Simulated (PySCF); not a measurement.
An excited-state job on `FC[C@@H]1C[C@H]2[C@@H](F)[C@@H]12`.

Computed with TDDFT PBE0/def2-SVPD, vertical, gas phase, core orbitals frozen in the response (PySCF 2.14.0, density-fitted response routines). Geometry: GFN2-xTB. The command runs a driver script over a list of jobs; the input below is this job's line of settings and its coordinates in Å.

Command:
```bash
OMP_NUM_THREADS=1 python probes_run.py task.json out
```

Input:
```
{"job": {"kind": "uv", "xc": "PBE0", "basis": "def2-SVPD", "nstates": 6, "ntriplets": 2}, "charge": 0, "multiplicity": 1}
F      2.171644     0.516819    -1.045474
C      1.975401     0.196687     0.276060
C      0.516465    -0.117590     0.553349
C     -0.111004    -1.155979    -0.405485
C     -1.090416    -0.096895    -0.897302
C     -1.860138     0.445732     0.258858
F     -2.144840    -0.346113     1.334367
C     -0.468096     0.929882     0.031841
H      2.611381    -0.669409     0.488283
H      2.312719     1.059959     0.860028
H      0.410692    -0.341365     1.617580
H      0.582402    -1.474741    -1.179546
H     -0.566283    -2.025572     0.065635
H     -1.432730    -0.000874    -1.913972
H     -2.686633     1.120532     0.071968
H     -0.228163     1.967872    -0.127599
```

Question: Estimate the output.

Answer: 
```
coarse grid: 13648 points
cycle   1  E = -432.1888444758  dE =  1.209e+00  |g| = 5.606e-01  |ddm| = 6.515e+00
cycle   2  E = -432.1463550414  dE =  4.249e-02  |g| = 7.755e-01  |ddm| = 1.570e+00
cycle   3  E = -432.2480951531  dE = -1.017e-01  |g| = 5.361e-02  |ddm| = 8.566e-01
cycle   4  E = -432.2484775158  dE = -3.824e-04  |g| = 2.744e-02  |ddm| = 1.174e-01
cycle   5  E = -432.2486412027  dE = -1.637e-04  |g| = 7.006e-03  |ddm| = 5.729e-02
cycle   6  E = -432.2486517656  dE = -1.056e-05  |g| = 1.098e-03  |ddm| = 2.200e-02
cycle   7  E = -432.2486520142  dE = -2.486e-07  |g| = 3.572e-04  |ddm| = 3.881e-03
final grid: 133432 points
cycle   8  E = -432.3121890724  dE = -4.956e-05  |g| = 9.199e-03  |ddm| = 1.792e-01
cycle   9  E = -432.3121747230  dE =  1.435e-05  |g| = 1.266e-02  |ddm| = 3.502e-02
cycle  10  E = -432.3122087281  dE = -3.401e-05  |g| = 1.085e-03  |ddm| = 1.865e-02
cycle  11  E = -432.3122089461  dE = -2.180e-07  |g| = 2.526e-04  |ddm| = 1.693e-03
cycle  12  E = -432.3122089570  dE = -1.095e-08  |g| = 5.910e-05  |ddm| = 6.867e-04
cycle  13  E = -432.3122089577  dE = -6.087e-10  |g| = 2.647e-05  |ddm| = 1.999e-04
converged SCF energy = -432.3122089577

Static polarisability (au): isotropic 66.150, principal 60.868 63.946 73.636

Singlet excitations
state   eV       nm        f      main configurations
  1   7.6257    162.6   0.01079   H->L 0.91
  2   7.6687    161.7   0.00560   H-1->L 0.83, H-1->L+1 0.08
  3   7.8859    157.2   0.01376   H->L+1 0.92
  4   7.9955    155.1   0.00375   H-1->L+1 0.88
  5   8.1440    152.2   0.01779   H->L+2 0.92
  6   8.2090    151.0   0.00501   H-1->L+2 0.90

Triplet excitations (Tamm-Dancoff, eV): 7.4607 7.4856
```

The SCF starts on a coarse grid where the log names one; the energy can jump when the final grid takes over, and dE then counts from the start density on the new grid. H and L stand for HOMO and LUMO; the number after each pair is its weight.

Question: Give the mean polarisability as a volume in Å³, and the ratio of the largest to the smallest principal value.

Answer: 66.150 au × 0.148185 = 9.80 Å³; 73.636/60.868 = 1.21.

Question: Give S1 in cm⁻¹ and kJ/mol.

Answer: 7.6257 eV × 8065.54 = 61505 cm⁻¹; × 96.485 = 735.8 kJ/mol.

Summary of the converged run: HOMO -8.03 eV, LUMO 0.74 eV; lowest singlet 7.63 eV; lowest triplet 7.46 eV (Tamm–Dancoff); mean polarisability 66.2 au.

Hardware: an Arm Neoverse V1 with one thread, shared host with 32 logical CPUs at a one-minute load of 8.2. Cost: 45 s of wall time (grids of density and orbitals included), 0.90 GiB resident at most.

One conformer stands for the species.
Labels such as C1 count atoms from 1, the log's own numbers from 0.
